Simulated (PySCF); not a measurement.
O2Si2, SMILES o1[si]2o[si]1=2.

Geometry: B3LYP-D3(BJ)/def2-SVP.

The numbers are results of M06-2X/def2-TZVPD run with PySCF, not measurements.

Computed frontier levels, gap, dipole moment and polarisability:
```
Quantity                                                                                                       Result
---------------------------------------------------------------------------------------------  ----------------------
highest occupied level                                                                                       -8.09 eV
lowest empty level                                                                                           -1.56 eV
orbital gap                                                                                                   6.53 eV
dipole moment                                                                                                  0.00 D
quadrupole, principal values (traceless, Buckingham form, about the centre of nuclear charge)   -7.04, 1.13, 5.91 D·Å
mean static polarisability                                                                       55.6 bohr³ (8.24 Å³)
polarisability, principal values                                                               50.6, 51.3, 65.0 bohr³
```
